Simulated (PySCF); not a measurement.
Point-charge models of `C1SCCP(C1)(=O)C1CC1` against its computed dipole.

Coordinates (GFN2-xTB, Å) and charges (e) from the PBE0/pcSseg-1 density (PySCF):

```json
{"atom": "O1", "x": "-0.340", "y": "-0.813", "z": "1.541", "Mulliken": "-0.6132", "IAO": "-0.9366", "Hirshfeld": "-0.3900", "ESP-fitted": "-0.5657"}
{"atom": "P2", "x": "-0.133", "y": "-0.127", "z": "0.261", "Mulliken": "+0.9087", "IAO": "+1.5194", "Hirshfeld": "+0.4336", "ESP-fitted": "+0.7443"}
{"atom": "C3", "x": "-1.647", "y": "0.510", "z": "-0.515", "Mulliken": "-0.4831", "IAO": "-0.4135", "Hirshfeld": "-0.0930", "ESP-fitted": "-0.4115"}
{"atom": "C4", "x": "-2.704", "y": "0.973", "z": "0.445", "Mulliken": "-0.1850", "IAO": "-0.2832", "Hirshfeld": "-0.0832", "ESP-fitted": "-0.2715"}
{"atom": "C5", "x": "-2.877", "y": "-0.317", "z": "-0.276", "Mulliken": "-0.1852", "IAO": "-0.2832", "Hirshfeld": "-0.0832", "ESP-fitted": "-0.2635"}
{"atom": "C6", "x": "0.664", "y": "-1.200", "z": "-1.006", "Mulliken": "-0.3879", "IAO": "-0.5179", "Hirshfeld": "-0.1221", "ESP-fitted": "-0.1487"}
{"atom": "C7", "x": "2.028", "y": "-1.602", "z": "-0.479", "Mulliken": "-0.3338", "IAO": "-0.3400", "Hirshfeld": "-0.0722", "ESP-fitted": "-0.1845"}
{"atom": "S8", "x": "3.167", "y": "-0.183", "z": "-0.428", "Mulliken": "-0.0174", "IAO": "+0.0544", "Hirshfeld": "-0.0153", "ESP-fitted": "-0.2412"}
{"atom": "C9", "x": "2.350", "y": "0.803", "z": "0.864", "Mulliken": "-0.3336", "IAO": "-0.3401", "Hirshfeld": "-0.0721", "ESP-fitted": "-0.2173"}
{"atom": "C10", "x": "1.000", "y": "1.318", "z": "0.400", "Mulliken": "-0.3882", "IAO": "-0.5180", "Hirshfeld": "-0.1221", "ESP-fitted": "-0.1580"}
{"atom": "H11", "x": "-1.537", "y": "1.023", "z": "-1.461", "Mulliken": "+0.1469", "IAO": "+0.1580", "Hirshfeld": "+0.0508", "ESP-fitted": "+0.2054"}
{"atom": "H12", "x": "-2.465", "y": "0.922", "z": "1.498", "Mulliken": "+0.1520", "IAO": "+0.1616", "Hirshfeld": "+0.0491", "ESP-fitted": "+0.1553"}
{"atom": "H13", "x": "-3.316", "y": "1.818", "z": "0.167", "Mulliken": "+0.1340", "IAO": "+0.1531", "Hirshfeld": "+0.0511", "ESP-fitted": "+0.1624"}
{"atom": "H14", "x": "-3.611", "y": "-0.386", "z": "-1.064", "Mulliken": "+0.1340", "IAO": "+0.1531", "Hirshfeld": "+0.0512", "ESP-fitted": "+0.1567"}
{"atom": "H15", "x": "-2.753", "y": "-1.224", "z": "0.299", "Mulliken": "+0.1519", "IAO": "+0.1616", "Hirshfeld": "+0.0490", "ESP-fitted": "+0.1553"}
{"atom": "H16", "x": "0.750", "y": "-0.691", "z": "-1.966", "Mulliken": "+0.1496", "IAO": "+0.1544", "Hirshfeld": "+0.0400", "ESP-fitted": "+0.0702"}
{"atom": "H17", "x": "0.028", "y": "-2.083", "z": "-1.123", "Mulliken": "+0.1618", "IAO": "+0.1591", "Hirshfeld": "+0.0509", "ESP-fitted": "+0.0780"}
{"atom": "H18", "x": "2.511", "y": "-2.338", "z": "-1.122", "Mulliken": "+0.1652", "IAO": "+0.1628", "Hirshfeld": "+0.0500", "ESP-fitted": "+0.1659"}
{"atom": "H19", "x": "1.945", "y": "-2.003", "z": "0.533", "Mulliken": "+0.1735", "IAO": "+0.1593", "Hirshfeld": "+0.0431", "ESP-fitted": "+0.1116"}
{"atom": "H20", "x": "2.234", "y": "0.170", "z": "1.747", "Mulliken": "+0.1734", "IAO": "+0.1593", "Hirshfeld": "+0.0432", "ESP-fitted": "+0.1231"}
{"atom": "H21", "x": "3.040", "y": "1.616", "z": "1.089", "Mulliken": "+0.1651", "IAO": "+0.1628", "Hirshfeld": "+0.0500", "ESP-fitted": "+0.1757"}
{"atom": "H22", "x": "0.573", "y": "1.989", "z": "1.151", "Mulliken": "+0.1618", "IAO": "+0.1591", "Hirshfeld": "+0.0508", "ESP-fitted": "+0.0847"}
{"atom": "H23", "x": "1.090", "y": "1.851", "z": "-0.547", "Mulliken": "+0.1496", "IAO": "+0.1543", "Hirshfeld": "+0.0399", "ESP-fitted": "+0.0733"}
```

Q: What dipole does each set of charges give (1 e·Å = 4.803 D), and what does the density give?

A: The full density gives (-1.24, 1.49, -2.37) D, 3.06 D in size; dipole vectors point from the negative to the positive end.

| scheme | μx | μy | μz | size (D) | share of the full size (%) | angle to the full dipole (°) |
| --- | --- | --- | --- | --- | --- | --- |
| Mulliken | -0.86 | 1.23 | -2.01 | 2.51 | 82 | 4 |
| IAO | 0.01 | 2.21 | -3.96 | 4.53 | 148 | 24 |
| Hirshfeld | -0.01 | 1.17 | -2.09 | 2.39 | 78 | 24 |
| ESP-fitted | -1.18 | 1.42 | -2.27 | 2.92 | 96 | 0 |

Q: Which set comes closest?

A: Length of the difference vector: ESP-fitted 0.13 D, Mulliken 0.58 D, Hirshfeld 1.30 D, IAO 2.14 D. Closest: ESP-fitted. ESP charges are fitted to the potential around the molecule, whose slowest-falling term is the dipole's. The schemes that divide the density aren't constrained to reproduce the dipole.

Q: What is left for the Hirshfeld atoms' own dipoles?

A: The shares of the density sum to the whole, so what Σ q r misses lies in dipoles about the nuclei. The atomic dipoles sum to (-1.24, 1.49, -2.37) − (-0.01, 1.17, -2.09) = (-1.23, 0.32, -0.28) D, 1.30 D in size.

Q: With the origin at the mean of the coordinates, (0.000, 0.001, 0.000) Å, which are the largest single terms, by size, of the Mulliken dipole along the direction of the full one?

A: O1 +4.28, C3 -3.05, C9 +1.97, C7 +1.97, H20 -1.81 D; all 23 atoms together +2.50 D. The single terms depend on the origin, their sum doesn't.

Q: Give the size of the full dipole in other units.

A: 3.06 D = 1.202 au = 0.636 e·Å = 10.19 × 10⁻³⁰ C·m.

Geometry: GFN2-xTB, one conformer, isolated molecule.

The run behind these numbers computed NMR shieldings as well. Hardware: one thread of an Arm Neoverse V1, no GPU, shared host. Cost: 65 s.
